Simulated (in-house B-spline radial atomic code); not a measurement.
A fraction x of an electron is removed from 4p in Pd2+, starting from [Kr] 4d8 and keeping the highest spin. Method: scalar-relativistic (X2C) RPBE, spin-polarised, spherical fractional occupations, Fermi nucleus of rms radius 4.5318 fm. Calculated with a radial B-spline atomic code at the basis-set limit.

```
   x  E(x) - E(0) (eV)  4p down level (eV)
   0            0.0000             -75.171
0.12            9.1311             -77.018
0.22           16.9106             -78.575
0.28           21.6533             -79.516
0.38           29.6838             -81.097
 0.5           39.5303             -83.014
 0.6           47.9121             -84.626
0.65           52.1637             -85.437
0.82                 ?                   ?
0.89                 ?                   ?
   1           83.0715             -91.204
```

(1) What belongs in the row x = 0.82?

(2) What belongs in the row x = 0.89?

(3) Check Janak's theorem between x = 0.12 and 0.22.

Results:

(1) An energy change of 66.9240 eV; 4p down at -88.219 eV.

(2) An energy change of 73.1398 eV; 4p down at -89.376 eV.

(3) The slope of the energy is 77.79 eV; the orbital levels give 77.80 eV (-ε of the emptying orbital, averaged over the two points).
